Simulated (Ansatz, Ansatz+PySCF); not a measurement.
```xyz
2

Li    0.0000    0.0000   -0.4314
H     0.0000    0.0000    1.2942
```

Basis set: def2-SVP (spherical functions). All electrons are correlated. Charge 0, multiplicity 1.

Computed with Ansatz (development build ahead of 0.2.0); each method stands on the lowest determinant of its kind that the runs found. Restricted open shells among the atoms or ions are ROHF, correlated in semicanonical orbitals with singles.

(1) Give the atomization energy at this shape (free ground-state atoms in the same class of orbitals less the molecule, no zero-point energy) of singlet LiH by RHF-CCSD(T), RHF-MP2, RHF.

Results:

(1)

```csv
method,atomization energy
RHF-CCSD(T),207.6 kJ/mol
RHF-MP2,189.2 kJ/mol
RHF,138.5 kJ/mol
```
